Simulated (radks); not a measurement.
The numbers below are computed, except where a source is named.
Problem. P3-, configuration [Ar]. Level of theory: non-relativistic Kohn-Sham, LB94 model potential, spin-polarised, spherical densities, point nucleus; Watson sphere of charge +3 and radius 1.94 bohr (a radial shooting solver on a logarithmic mesh with Libxc functionals). Some entries of the table are withheld. Estimate them.

| orbital | occ. | eigenvalue (hartree) | <r> (bohr) | <r^2> (bohr^2) |
|---|---|---|---|---|
| 1s | 2 | -77.80125 | 0.1036 | 0.01440 |
| 2s | 2 | (1) | 0.5226 | (2) |
| 2p | 6 | -4.97391 | (3) | 0.2943 |
| 3s | 2 | (4) | 1.892 | 4.134 |
| 3p | 6 | (5) | 2.233 | 5.852 |

Solution. 
(1) 2s eigenvalue (hartree): -6.74986
(2) 2s <r^2> (bohr^2): 0.3249
(3) 2p <r> (bohr): 0.4847
(4) 3s eigenvalue (hartree): -0.76811
(5) 3p eigenvalue (hartree): -0.45844
